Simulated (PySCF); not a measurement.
**CaSn⁺: energy against distance**

Set-up: Ca def2-SVP, Sn def2-SVP with ECP28; scalar-relativistic core potentials (PySCF 2.14). Energies in eV from Ca⁺ + Sn in their ground configurations at the same level. State: ²Π (doublet), unpaired electrons π ↑.

All columns are PBE0. A positive dipole points towards Sn; it is taken about the centre of mass and depends on that origin.

```
R (Å)  E (eV)   μ (D)  Mulliken charge on Ca (basis-dependent)  HOMO (eV)  LUMO (eV)  Mayer bond order  ⟨S²⟩
2.764  -0.994   -9.66                                     0.60      -9.30      -7.77              1.48  0.76
2.893  -1.253   -9.92                                     0.61      -9.30      -7.59              1.44  0.76
3.021  -1.391  -10.12                                     0.62      -9.17      -7.44              1.38  0.77
3.118  -1.438  -10.25                                     0.62      -9.08      -7.35              1.33  0.77
3.214  -1.450  -10.33                                     0.63      -9.00      -7.28              1.28  0.78
3.310  -1.435  -10.39                                     0.64      -8.95      -7.21              1.23  0.79
3.439  -1.387  -10.41                                     0.65      -8.91      -7.16              1.15  0.82
3.600  -1.299  -10.36                                     0.66      -8.89      -7.11              1.04  0.87
3.792  -1.177  -10.26                                     0.66      -8.89      -7.09              0.91  0.97
4.050  -1.012  -10.23                                     0.67      -8.90      -7.07              0.75  1.11
```

A fit through these points gives, at Re = 3.203 Å, μ = -10.33 D and dμ/dR = -0.797 D/Å; the reduced mass is 29.97 u.

Problem. How strong is the fundamental in the double-harmonic approximation, I = 42.26·(dμ/dR)²/μred km/mol?

Solution. I = 42.26·(-0.797)²/29.97 = 0.896 km/mol at PBE0.

⟨S²⟩ of the unrestricted solution departs from its pure value on part of the curve, where spin states mix. Spin–orbit coupling is left out, which matters for elements this heavy, above all for dissociation energies. For an ion De counts to the pair picked by the measured ionisation energies or electron affinities, which need not be the lowest pair at this level. The state is the lowest determinant that a PBE0 search found; another state may lie lower at other levels.
